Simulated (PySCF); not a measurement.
# Orbital picture of SeBr

LC-ωPBE at R = 2.281 Å; Se x2c-SVPall, Br x2c-SVPall; spin-free X2C with a Gaussian nucleus (PySCF 2.14). State: ²Π (doublet), unpaired electrons π ↑. Only the outer orbitals are listed, counted within each symmetry.

| spin | orbital | occ. | ε (eV) | on Se (%) | main shells (%) |
| --- | --- | --- | --- | --- | --- |
| α | 13σ | 1 | -27.08 | 27 | 71 Br s, 24 Se s |
| α | 14σ | 1 | -22.79 | 71 | 70 Se s, 25 Br s |
| α | 15σ | 1 | -13.58 | 44 | 54 Br p, 38 Se p |
| α | 7π | 1 | -13.09 | 46 | 54 Br p, 46 Se p |
| α | 7π | 1 | -12.50 | 29 | 70 Br p, 29 Se p |
| α | 8π | 1 | -10.49 | 54 | 54 Se p, 46 Br p |
| α | 8π | 1 | -9.59 | 71 | 71 Se p, 29 Br p |
| α | 16σ | 0 | -0.13 | 60 | 57 Se p, 38 Br p |
| α | 17σ | 0 | 9.05 | 87 | 78 Se s, 10 Br s, 8 Se d |
| α | 9π | 0 | 12.13 | 62 | 62 Se d, 37 Br d |
| β | 13σ | 1 | -26.83 | 20 | 78 Br s, 17 Se s |
| β | 14σ | 1 | -21.72 | 75 | 75 Se s, 19 Br s |
| β | 15σ | 1 | -13.35 | 43 | 55 Br p, 36 Se p |
| β | 7π | 1 | -12.40 | 26 | 74 Br p, 25 Se p |
| β | 7π | 1 | -11.89 | 10 | 89 Br p, 10 Se p |
| β | 8π | 1 | -9.32 | 74 | 74 Se p, 25 Br p |
| β | 8π | 0 | -1.98 | 89 | 89 Se p, 10 Br p |
| β | 16σ | 0 | 0.16 | 62 | 59 Se p, 35 Br p |
| β | 17σ | 0 | 9.42 | 82 | 74 Se s, 14 Br s |

Task: Which are the highest filled and the lowest empty level, where do they sit, and how wide is the gap?

Result: Highest filled β 8π at -9.32 eV (in %: 74 Se p, 25 Br p); lowest empty β 8π at -1.98 eV (in %: 89 Se p, 10 Br p); the gap at LC-ωPBE is 7.34 eV. Both belong to one degenerate shell, split only by its one-sided filling, so this is no excitation gap.

| Property | Result |
| --- | --- |
| bond order (Mayer) | 1.18 |
| ⟨S²⟩ | 0.754 |
| charge on Se (Mulliken, basis-dependent) | 0.10 |
| charge on Se (Löwdin, basis-dependent) | 0.03 |
| dipole moment (positive dipole means Se(−)Br(+)) | -0.59 D |

Spin–orbit coupling is left out. The state was picked by a PBE0 search and need not be the measured ground state.
